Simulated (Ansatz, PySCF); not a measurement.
C$_{6}$H$_{9}$O, doublet, geometry from GFN2-xTB. Base run: CCSD(T)/STO-3G (PySCF).

Here is a job for PySCF.
```python
from pyscf import gto, scf, cc

mol = gto.Mole()
mol.atom = '''
    O    -2.309910    0.162614    0.323506
    C    -1.118539    0.078743    0.156653
    C    -0.193762    1.266530    0.280114
    C     1.069283    1.126461   -0.572151
    C     1.786051   -0.125735   -0.250138
    C     1.019617   -1.273516    0.279598
    C    -0.435094   -1.222260   -0.192042
    H    -0.745572    2.175386    0.034013
    H     0.089505    1.330912    1.335163
    H     1.721873    1.991766   -0.421300
    H     0.774488    1.147725   -1.633947
    H     2.847327   -0.200447   -0.398771
    H     1.480756   -2.217226   -0.027232
    H     1.026318   -1.274498    1.381742
    H    -1.018054   -2.051230    0.212985
    H    -0.462696   -1.304640   -1.282897
'''
mol.basis = 'sto-3g'
mol.charge = 0
mol.spin = 1
mol.verbose = 4
mol.build()

mf = scf.UHF(mol)
mf.kernel()

mycc = cc.CCSD(mf)
mycc.kernel()
et = mycc.ccsd_t()
print('E(CCSD(T)) = %.10f' % (mycc.e_tot + et))
```

The same geometry, method and basis name were run in Ansatz (an electronic-structure program) and PySCF, at each program's defaults and at the settings that a row names. The base is PySCF at its defaults. Differences at the defaults can come from grids, fitting, cores and function types together.

```csv
code and settings,ΔE vs base (µEh),basis functions,E (Eh),SCF cycles,SCF-reference dipole (D),outcome
"PySCF, defaults (exact integrals, spherical functions, all electrons correlated)",0.0,44,-303.92925,15,1.97,converged
"Ansatz, defaults (factorised integrals, spherical functions, frozen core)",2819,44,-303.92643,-,-,another SCF solution
"PySCF, frozen core",2651,44,-303.92660,15,1.97,converged
"Ansatz, high accuracy, frozen core",2780,44,-303.92647,-,-,another SCF solution
```

A guess, shift, damping, solver or small numerical setting can't move a converged solution much, so rows marked as another SCF solution ended in a different state.

Open shells are given as the SCF converged; they aren't shown to be the lowest states, and a large step between rows can be another state.
